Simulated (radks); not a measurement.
Species: Eu42+. Configuration: [Ar] 3d3 (the NIST ground configuration). All-electron calculation, non-relativistic Kohn-Sham, PBE, spin-polarised, spherical densities, point nucleus; open shells are filled with parallel spins first (spin-orbit coupling, left out, can overturn this in heavy ions); relativity is left out, which matters for an element this heavy. Program: a radial shooting solver on a logarithmic mesh with Libxc functionals.

Normalised radial functions P(r) = r R(r), r in bohr:

```
   r/bohr * 3s up, o 3s down, + 3d down (the largest magnitude, 2.32, reaches the edge; | marks zero, & curves that meet)
 0.001717                             +  &
 0.001921                             +  &
 0.002131                             +  &
 0.002384                             +   &
 0.002666                             +   &
 0.002982                             +    &
 0.003309                             +    &
 0.003701                             +    &
  0.00414                             +     &
 0.004593                             +     &
 0.005138                             +      &
 0.005747                             +      &
 0.006428                             +       &
 0.007132                             +       &
 0.007978                             +        &
 0.008923                             +        &
 0.009901                             +        &
  0.01107                             +        o*
  0.01239                             +        o*
  0.01385                             +        &
  0.01537                             +        &
   0.0172                             +       &
  0.01923                             |+      &
  0.02134                             |+    &
  0.02387                             |+   &
   0.0267                             |+ &
  0.02986                             |&+
  0.03314                           & | +
  0.03706                         &   |  +
  0.04146                      &      |   +
    0.046                   &         |    +
  0.05145                 &           |     +
  0.05755               &             |       +
  0.06437             &               |         +
  0.07142             &               |           +
  0.07989              &              |             +
  0.08936                &            |               +
  0.09915                   &         |                  +
   0.1109                        &    |                    +
    0.124                             |&                     +
   0.1387                             |      &                 +
    0.154                             |            &            +
   0.1722                             |                  &       +
   0.1926                             |                       & +
   0.2137                             |                        +&
    0.239                             |                      +   &
   0.2674                             |                   +     &
   0.2991                             |               +      &
   0.3318                             |            +     &
   0.3712                             |         +   &
   0.4151                             |      +  &
   0.4606                             |   + &
   0.5152                             |  +&
   0.5763                             |+&
   0.6446                             |&
   0.7153                             &
      0.8                             &
```

3s up: eigenvalue -3570.5 eV, 2 radial nodes at r = 0.0310, 0.122 bohr, <r> = 0.249 bohr, 90 % of the charge inside 0.360 bohr. 3s down: eigenvalue -3557.2 eV, 2 radial nodes at r = 0.0310, 0.122 bohr, <r> = 0.249 bohr, 90 % of the charge inside 0.361 bohr. 3d down (empty): eigenvalue -3190.7 eV, 0 radial nodes, <r> = 0.207 bohr, 90 % of the charge inside 0.316 bohr.
